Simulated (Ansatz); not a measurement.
Two members of one family (X2Al-Y-SiH3), computed with Ansatz in the gas phase. The two geometries come from different levels. Binding counts from free atoms in the multiplicity of their measured ground term, without zero-point energy. The structures are stationary points that may keep the symmetry of their start.

First: (F)2Al-O-SiH3 (singlet, charge 0, PBE0-D4/def2-SVP geometry).

```xyz
8

Al   -1.3597    0.1970    1.2319
F    -2.6202    1.2225    0.9518
F    -1.3556   -0.6439    2.6490
O    -0.1303    0.0175    0.1173
Si    1.0876   -0.1572   -0.9842
H     1.2617    1.1096   -1.7539
H     0.7522   -1.2632   -1.9295
H     2.3642   -0.4823   -0.2823
```

```tsv
level	HOMO (eV)	LUMO (eV)	gap (eV)	binding per atom (eV)
PBE-D4/def2-SVP	-7.52	-1.92	5.61	3.97
PBE0-D4/def2-SVP	-9.06	-1.04	8.02	3.88
PBE0-D4/def2-TZVP	-9.16	-1.30	7.86	3.91
BHLYP-D4/def2-TZVP	-10.56	-0.58	9.98	3.87
ωB97X-V/def2-TZVP	-11.62	0.69	12.31	4.02
```

Second: (Cl)2Al-O-SiH3 (singlet, charge 0, r2SCAN-D4/def2-SVP geometry).

```xyz
8

Al   -0.829    0.099    1.595
Cl   -2.635   -0.890    1.923
Cl    0.015    1.216    3.140
O    -0.065   -0.002    0.107
Si    0.703   -0.086   -1.357
H    -0.233    0.330   -2.441
H     1.889    0.819   -1.361
H     1.156   -1.486   -1.606
```

**Question.** What does the change do? Estimate second minus first.

**Answer.** 
| level | Δ HOMO (eV) | Δ LUMO (eV) | Δ gap (eV) | Δ binding per atom (eV) |
| --- | --- | --- | --- | --- |
| PBE-D4/def2-SVP | 0.15 | 0.12 | -0.03 | -0.41 |
| PBE0-D4/def2-SVP | 0.18 | 0.09 | -0.09 | -0.36 |
| PBE0-D4/def2-TZVP | 0.18 | 0.11 | -0.07 | -0.37 |
| BHLYP-D4/def2-TZVP | 0.22 | 0.21 | -0.01 | -0.37 |
| ωB97X-V/def2-TZVP | 0.20 | 0.13 | -0.07 | -0.40 |
